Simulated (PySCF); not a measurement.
Order these species by their calculated properties.

Each SMILES stands for a single optimised conformer of the isolated species, non-relativistic unless stated. Electronic properties by PySCF.

Dipoles, sizes and rotational constants follow the conformer. The torsions of the flexible species, by atom-mapped SMILES:
- `[CH3:1][CH2:2][c:3]1[cH:4][n:5]([CH3:6])[cH:7][p:8]1`: C1–C2–C3–C4 -87°
- `[CH3:1][C:2](=[O:3])[c:4]1[cH:5][p:6][cH:7][o:8]1`: C1–C2–C4–C5 180°
- `[O:1]=[P:2]([OH:3])([OH:4])[OH:5]`: H–O3–P2–O1 18°, H–O4–P2–O1 2°, H–O5–P2–O1 178°
- `[CH3:1][C:2]([CH3:3])([CH3:4])[CH:5]1[CH2:6][CH2:7]1`: C1–C2–C5–C6 84°
- `[CH2:1]=[CH:2][C:3]1=[C:4]([CH3:5])[PH2+:6][C:7]([CH3:8])=[C:9]1[F:10]`: C1–C2–C3–C4 -177°
- `[CH3:1][C:2]#[C:3][C:4]([SiH3:5])([SiH3:6])[C:7]([F:8])([F:9])[F:10]`: C3–C4–C7–F8 180°
- `[CH3:1][CH:2]([CH3:3])[P@H:4](=[S:5])[CH2:6][SiH3:7]`: C1–C2–P4–S5 62°, C2–P4–C6–Si7 -163°

Problem. Rank by electronic spatial extent ⟨r²⟩ about the centre of nuclear charge, lowest first (B3LYP/def2-SVPD at GFN2-xTB geometries).
A. `Fc1c[c+]1F`
B. `CC(=O)c1cpco1`
C. `C#CP1(=S)CC1`
D. `p1cn(C)cc1CC`

Solution. A (345 bohr²), C (864 bohr²), B (1149 bohr²), D (1278 bohr²).

Problem. Rank by smallest rotational constant, highest first (GFN2-xTB).
A. `O=P(O)(O)O`
B. `CCc1cn(C)cp1`
C. `CC1=C(C(=C(C)[PH2+]1)C=C)F`
D. `C#CP1(=S)CC1`
E. `[C-]#CC(F)F`
F. `Fc1c[c+]1F`
G. `CC(C)(C)C1CC1`

Solution. A (4.364 GHz), E (3.039 GHz), F (2.983 GHz), G (1.904 GHz), D (1.404 GHz), B (0.960 GHz), C (0.633 GHz).

Problem. Rank by lowest singlet excitation, highest first (TDDFT B3LYP/def2-SVPD at GFN2-xTB geometries).
A. `C#CP1(=S)CC1`
B. `FC1=C[C+]1F`
C. `CC(=O)C1=CP=CO1`
D. `CCc1cn(C)cp1`

Solution. B (7.05 eV), D (5.32 eV), A (4.24 eV), C (3.77 eV).

Problem. By how much do the two ends of that ranking differ?

Solution. By 3.28 eV, between `Fc1c[c+]1F` and `CC(=O)c1cpco1`.

Problem. Rank by HOMO–LUMO gap, lowest first (PBE0/pcSseg-1 at GFN2-xTB geometries).
A. `CC(C)[P@H](=S)C[SiH3]`
B. `C=CC1=C(C)[PH2+]C(C)=C1F`
C. `CC(C)(C)C1CC1`
D. `CC#CC([SiH3])([SiH3])C(F)(F)F`

Solution. B (4.14 eV), A (6.89 eV), D (7.52 eV), C (9.35 eV).

Problem. Rank by lowest triplet excitation (Tamm–Dancoff), highest first (TDA B3LYP/def2-SVPD at GFN2-xTB geometries).
A. `CC(=O)C1=CP=CO1`
B. `CCc1pcn(c1)C`
C. `Fc1c[c+]1F`
D. `C#CP1(=S)CC1`

Solution. C (6.14 eV), D (3.94 eV), B (3.63 eV), A (3.06 eV).

Problem. Rank by static isotropic polarisability, highest first (B3LYP/def2-SVPD at GFN2-xTB geometries).
A. `CCc1cn(C)cp1`
B. `CC(=O)C1=CP=CO1`
C. `C#CP1(=S)CC1`
D. `FC1=C[C+]1F`

Solution. A (103.9 au), C (93.4 au), B (90.2 au), D (27.8 au).
